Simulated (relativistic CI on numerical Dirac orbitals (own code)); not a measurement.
# Ru⁷⁺: 3p photoemission

Computed with this model: Dirac-Coulomb-Breit CI, orbitals from a KLI potential per configuration, QED by a radiative potential, multiplet model of photoemission in the sudden approximation, unscaled Slater integrals; configurations [Kr] 4d → [Ne] 3s2 3p5 3d10 4s2 4p6 4d; 80 K; Lorentzian 2 eV and Gaussian 0.6 eV FWHM. Energies are those of the free ion, without screening or charge transfer. The energies are binding energies and can lie tens of eV above those of solids. S is read from ⟨S²⟩ = S(S + 1).

free ion: ground-state S = 0.50, centroid 599.74 eV. Peaks (eV, height): 592.0 (100), 614.8 (58).

Strongest unbroadened transitions for free ion:

| Energy (eV) | Relative strength |
| --- | --- |
| 590.78 | 14.4 |
| 591.34 | 31.4 |
| 591.97 | 100.0 |
| 592.42 | 34.5 |
| 593.11 | 37.8 |
| 593.33 | 11.9 |
| 593.61 | 1.1 |
| 614.67 | 72.2 |
| 615.33 | 43.3 |
| 615.34 | 0.1 |
| 615.47 | 0.0 |
